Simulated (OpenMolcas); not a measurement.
**Ta4+ in a point-charge field**

Ta4+ among 5 point charges of -1 e arranged as a square pyramid (C4v), 2 Å from the ion, with the axial distance 2.100 Å.

```json
{"Program": "OpenMolcas", "Method": "CASSCF", "Basis": "ANO-RCC-VDZP [7s6p4d2f1g]", "Scalar Hamiltonian": "DKH2, point nucleus", "Active space": "1 electron in 5 orbitals (5d)", "State averaging": "2S+1 = 2 even, 5 roots", "Spin-orbit coupling": "state interaction with AMFI integrals over the reference wave functions"}
```

The lowest spin-free states, above the lowest:

| State | Degeneracy | E (cm-1) | Free-ion L (%) |
| --- | --- | --- | --- |
| 2S+1 = 2 | 2 | 0.0 | D (100) |
| 2S+1 = 2 | 1 | 286.6 | D (100) |
| 2S+1 = 2 | 1 | 5546 | D (100) |
| 2S+1 = 2 | 1 | 15220 | D (100) |

The lowest levels with spin-orbit coupling:

```tsv
E (cm-1)	Degeneracy	2S+1	g
0.0	2	2	0.75 1.51 1.51
4096	2	2	0.25 0.25 3.30
7294	2	2	1.25 3.51 3.51
10310	2	2	0.66 2.32 2.32
20615	2	2	2.07 2.07 3.96
```

Powder χT (cm3 K/mol): 0.16 at 2 K, 0.16 at 10 K, 0.162 at 50 K, 0.163 at 100 K, 0.166 at 200 K, 0.169 at 300 K. The effective moment at 300 K is 2.828 √(χT) = 1.16 μB.

The lowest level has 2S+1 = 2, for which the spin-only value is χT = S(S+1) / 2 = 0.375 cm3 K/mol (g = 2). The computed 0.169 at 300 K differs by -0.206, through orbital momentum, spin-orbit coupling and any other state in reach.

Spin-orbit coupling mixes the spin-free states strongly: the lowest level takes only 62 % from its leading state, an unlabelled state of the same spin as most of the rest. An orbital doublet at a regular site is open to a Jahn-Teller distortion, which this geometry leaves out. This is an electrostatic model: the charges have no orbitals. An unlabelled pair can be two single states that coincide in this model. No measured value stands beside these numbers.

A state without a sure symmetry label is named by its multiplicity alone.
